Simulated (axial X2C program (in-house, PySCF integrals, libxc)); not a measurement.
Ni⁺: configurations by level of theory

Computed with an axial X2C code built on PySCF integrals, basis dyall-cv3z (cores contracted in-house), spin-free (one-electron X2C) and two-component (2c, atomic mean-field Coulomb and Gaunt terms). Energies in eV from the lowest row of each column (rows without correlated energies are left out; n/a marks j-coupled starts, which PBE0 does not hold); electrons by l are Mulliken totals of the Hartree–Fock solution, and PBE0 can relax to another configuration under the same block occupation. Coupled cluster uses truncated natural virtuals with an MP2 remainder. Frozen shells in the correlated columns: 3 s, 2 p.

The low spin-free determinants:

```
electrons by l  M_S, M_L    HF   MP2  CCSD(T)  PBE0
     s6 p12 d9    1/2, 0  1.01  0.00     0.00  0.00
     s6 p12 d9    1/2, 1  1.09  0.05     0.05  0.07
     s6 p12 d9    1/2, 2  1.09  0.06     0.07  0.23
     s7 p12 d8    3/2, 2  0.00  1.42     0.83  0.99
     s7 p12 d8    3/2, 3  0.09  1.49     0.91  1.30
```

And the two-component ones:

| electrons by l | 2M_J | HF | MP2 | CCSD(T) | PBE0 |
| --- | --- | --- | --- | --- | --- |
| s6 p12 d9 | 1 | 1.03 | 0.00 | 0.00 | 0.00 |
| s6 p12 d9 | 3 | 1.10 | 0.05 | 0.05 | 0.04 |
| s6 p12 d9 | 5 | 1.10 | 0.05 | 0.07 | 0.16 |
| s7 p12 d8 | 7 | 0.00 | 1.41 | 0.83 | 0.92 |
| s7 p12 d8 | 9 | 0.05 | 1.44 | 0.88 | 1.19 |
| s7 p12 d8 | 1 | 0.15 | 1.55 | 0.98 | 1.08 |
| s7 p12 d8 | 3 | 0.28 | 1.67 | 1.10 | n/a |

Ground level as tabulated from the NIST Atomic Spectra Database (leading term): 2S+1 = 2, L = 2, J = 5/2.

Single determinants need not be terms or J levels, so several rows can belong to one term; PBE0 has no current term and treats spin collinearly, and Hartree–Fock breaks spherical symmetry, which spreads rows that should be degenerate. The search is wide but not exhaustive and can miss a configuration; gaps between s and d configurations can be off by some tenths of an eV with this basis and core.

The run took 3 min on 1 thread of Arm Neoverse N1 (shared host).
